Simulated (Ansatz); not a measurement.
Cost and result for the atomization energy of C9H18O (`CCCCCCCC(C)=O`) (28 atoms, 27 bonds).

Cartesian coordinates in Å:
```
C -3.3358 1.4051 1.4590
C -3.0088 -0.0411 1.1233
C -1.5585 -0.4263 1.3841
C -0.5496 0.3104 0.5173
C 0.8735 -0.1742 0.7440
C 1.9331 0.6067 -0.0225
C 1.7514 0.5882 -1.5442
C 1.6599 -0.8142 -2.0972
C 2.9188 -1.6401 -2.0786
O 0.6214 -1.2571 -2.5257
H -2.7776 2.1043 0.8322
H -4.3982 1.6144 1.3138
H -3.0932 1.6300 2.5021
H -3.6591 -0.7002 1.7080
H -3.2465 -0.2364 0.0712
H -1.3226 -0.2550 2.4426
H -1.4416 -1.5032 1.2170
H -0.5961 1.3873 0.7176
H -0.8221 0.1750 -0.5349
H 1.1073 -0.1180 1.8133
H 0.9326 -1.2374 0.4799
H 1.9245 1.6515 0.3053
H 2.9247 0.2191 0.2323
H 0.8388 1.1129 -1.8301
H 2.5993 1.1022 -2.0094
H 3.3342 -1.6890 -1.0685
H 2.7112 -2.6449 -2.4415
H 3.6788 -1.1700 -2.7101
```

Total charge 0; spin multiplicity 1. All single points use the PBE0-D4/def2-TZVP geometry. It is one conformer, not always the lowest. Program: Ansatz. All runs use 4 threads of an AMD EPYC 7R13 on a shared host and a share of an NVIDIA H100 80 GB. Times are those of one run each, without the atoms' runs, and a repeat can differ threefold. Electronic energies, without spin–orbit coupling; frozen cores. CCSD(T)/CBS adds CCSD(T) − MP2 in def2-TZVPP to the MP2 limit, and its time is that of the two runs behind it. T1 = 0.011.

CCSD(T)/CBS is a level of theory with its own doubt, some kJ/mol a heavy atom from the limit and from the frozen cores, so smaller differences don't rank the functionals.

```
                             level  functions  wall time
             r2SCANh-D4/def2-TZVPP        562      2.7 s
            LDA (SPW92)/def2-TZVPP        562      2.7 s
           CAM-B3LYP-D4/def2-TZVPP        562      2.8 s
   PBE-D4/def2-TZVPP (with forces)        562      3.1 s
                  CCSD(T)/def2-SVP        230      3.9 s
                ωB97X-V/def2-TZVPP        562      4.1 s
               PBE-QIDH/def2-TZVPP        562      4.3 s
                PBE0-D4/def2-TZVPP        562      4.8 s
                BLYP-D4/def2-TZVPP        562      4.9 s
r2SCAN-D4/def2-TZVPP (with forces)        562      4.9 s
                    MP2/def2-QZVPP       1110       22 s
                CCSD(T)/def2-TZVPP        562      120 s
                 CCSD(T)/CBS(def2)          –    2.3 min
```

**Question.** What atomization energy does each give, and how far from CCSD(T)/CBS? (An estimate is asked.)

**Answer.** The calculation gave: 
| level | atomization (kcal/mol) | difference from CCSD(T)/CBS | per bond |
| --- | --- | --- | --- |
| r2SCANh-D4/def2-TZVPP | 2740.4 | -2.5 | -0.1 |
| LDA (SPW92)/def2-TZVPP | 3124.1 | 381.2 | 14.1 |
| CAM-B3LYP-D4/def2-TZVPP | 2757.7 | 14.8 | 0.5 |
| PBE-D4/def2-TZVPP (with forces) | 2802.4 | 59.5 | 2.2 |
| CCSD(T)/def2-SVP | 2646.9 | -96.0 | -3.6 |
| ωB97X-V/def2-TZVPP | 2748.7 | 5.8 | 0.2 |
| PBE-QIDH/def2-TZVPP | 2743.5 | 0.6 | 0.0 |
| PBE0-D4/def2-TZVPP | 2766.3 | 23.4 | 0.9 |
| BLYP-D4/def2-TZVPP | 2733.2 | -9.7 | -0.4 |
| r2SCAN-D4/def2-TZVPP (with forces) | 2751.8 | 8.9 | 0.3 |
| MP2/def2-QZVPP | 2752.8 | 9.9 | 0.4 |
| CCSD(T)/def2-TZVPP | 2685.4 | -57.5 | -2.1 |
| CCSD(T)/CBS(def2) | 2742.9 | 0.0 | 0.0 |

The D4 term adds +23.4 kcal/mol with B3LYP and +12.8 kcal/mol with PBE0; it sums over pairs of atoms, weighted by their polarisabilities, and B3LYP, whose exchange is more repulsive, gets the larger term. At CCSD(T), def2-SVP lies −95.9 kcal/mol from the extrapolated value and def2-TZVPP −57.5 kcal/mol: correlation converges slowly with the basis, and small sets miss more of it in the bonded molecule than in its fragments. Leaving LDA and LC-ωPBE aside and taking each functional with its dispersion term where it has one, the values, not all of them listed here, spread over 122.7 kcal/mol, from BHLYP-D4 to PBE-D4. LDA lies +336.8 kcal/mol from PBE without D4, its usual overbinding.

B3LYP here is the variant with VWN-RPA as its local correlation; programs differ in this.
